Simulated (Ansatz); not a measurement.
A nudged elastic band was laid between two geometries of F4Ge + H3P (9 atoms, charge 0, multiplicity 1).

All numbers below come from RKS BLYP-D4/def2-SVP in Ansatz 0.2.0.

* movable images: 5
* climbing image: yes
* spring: 5.0 eV/Å²
* optimiser: quadratic models (default)
* start path: through a guess of the saddle point
* force threshold: 0.05 eV/Å
* iteration limit: 60
* end points: relaxed

Initial state:

```xyz
9
Properties=species:S:1:pos:R:3
Ge 0.409 -0.072 -0.138
F 0.703 -0.071 1.564
F 1.910 0.100 -0.974
F -0.624 1.249 -0.550
F -0.329 -1.562 -0.606
P -3.186 0.235 1.342
H -2.679 -0.719 0.386
H -3.621 -0.813 2.234
H -1.911 0.339 2.008
```

Final state:

```xyz
9
Properties=species:S:1:pos:R:3
Ge -0.662 -0.270 -0.160
F -0.499 1.093 2.358
F 0.662 -1.277 0.370
F 0.014 1.383 -0.107
F -0.804 -0.564 -1.877
P -2.698 -0.432 0.963
H -3.077 -1.561 0.146
H -2.090 -1.256 1.971
H -0.173 1.573 1.602
```

(1) What changes between the two ends?

(2) Give the energies along the band, and the barrier.

(3) What is the geometry of the highest image?

Results:

(1) Bonds broken: Ge1–F2, P6–H9. Bonds formed: Ge1–P6, F2–H9. F4Ge + H3P becomes F3GeH2P + FH.

(2) It converged. The highest image is number 3 of 0 to 6, 34.2 kcal/mol above the first end and 36.8 kcal/mol above the last; the last end lies 2.6 kcal/mol below the first. The profile has 2 maxima (images 3, 5) with wells between them (image 4): this band takes more than one step, which may be the mechanism or a detour left from its start path. A structure lower than the first end lies on the path between it and the top, so the climb from that side starts below the end, which may itself be a saddle point or a shallow side well. Neighbouring images differ by up to 1.6 eV, so the band resolves the path poorly. A vibrational analysis at the climbing image gives one clearly imaginary mode, 875i cm⁻¹: a first-order saddle point. The orbitals stay closed-shell, which can raise the energy where a bond breaks towards radicals; this wasn't checked here.

```tsv
image	path coordinate (Å)	energy (kcal/mol)	Ge1–F2 (Å)	P6–H9 (Å)	Ge1–P6 (Å)
0	0.00	0.0	1.73	1.44	3.90
1	2.11	-0.4	1.73	1.44	3.91
2	4.22	-0.9	1.73	1.44	3.89
3	6.33	34.2	1.97	1.64	2.74
4	8.66	-1.5	2.80	3.23	2.33
5	10.99	-0.4	3.09	3.34	2.33
6	13.32	-2.6	2.87	3.29	2.33
```

(3) 
```xyz
9
Properties=species:S:1:pos:R:3
Ge -0.288 -0.107 0.071
F -0.002 0.982 1.682
F 1.397 -0.549 0.111
F -0.555 1.224 -1.020
F -0.881 -1.529 -0.793
P -2.545 -0.286 1.612
H -3.028 0.070 0.316
H -2.258 -1.664 1.374
H -1.166 0.546 1.915
```

Time of the run: 4 min on 4 threads of Arm Neoverse V2, with other jobs on the host, peak memory 0.18 GiB.
